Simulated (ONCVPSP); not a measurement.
**gallium (Ga), ONCV: configuration errors across variants**

* Element: gallium (Ga)
* Generator: ONCVPSP 4.0.1
* Type: optimised norm-conserving Vanderbilt (ONCV)
* Functional: PBE
* Relativity: scalar-relativistic
* Frozen core: [Ne]
* Valence charge: 21
* Reference configuration: 3s2 3p6 3d10 4s2 4p1
* Partial waves: 3s+4s: rc 1.25 bohr, ncon 4, nbas 7, qcut 10.1 1/bohr, 2 projectors; 3p+4p: rc 1.20 bohr, ncon 4, nbas 9, qcut 14.6 1/bohr, 2 projectors; 3d: rc 1.25 bohr, ncon 3, nbas 8, qcut 11.4 1/bohr, 2 projectors, debl 2.7 Ha
* Local potential: polynomial inside 0.80 bohr (lpopt 5, dvloc0 6 Ha)
* Core correction: Teter function, fcfact 3.5, rcfact 1.25

All-electron excitation energies from the reference (eV): (1) 3s2 3p6 3d10 4s2 4p0 5.688; (2) 3s2 3p6 3d10 4s1 4p0 26.817; (3) 3s2 3p6 3d9 4s2 4p2 20.315.

Errors AE − PS in meV (a dash: test not solved or not reliable):

| change | (1) | (2) | (3) | bound ghosts | GHOST(+) flags above zero |
| --- | --- | --- | --- | --- | --- |
| base | -0.3 | -1.4 | +132 | none | none |
| s: rc 0.9 | -0.4 | -0.7 | +132 | none | none |
| s: rc 0.96 | -0.3 | +0.1 | +132 | none | s |
| s: rc 1.08 | -0.3 | -0.9 | +132 | none | none |
| s: rc 1.16 | -0.3 | -1.1 | +132 | none | none |
| s: rc 1.28 | -0.3 | -1.4 | +132 | none | none |
| s: rc 1.36 | -0.3 | -1.6 | +132 | none | none |
| s: rc 1.48 | -0.3 | -1.7 | +132 | none | none |
| s: rc 1.7 | -0.3 | -1.8 | +133 | none | none |
| s: rc 1.82 | -0.3 | -1.8 | +134 | none | none |

(1) Give the same row for: s: rc 1.58.

## Answers

(1) -0.3, -1.7, +133; bound ghosts: none; GHOST(+) flags above zero: none.
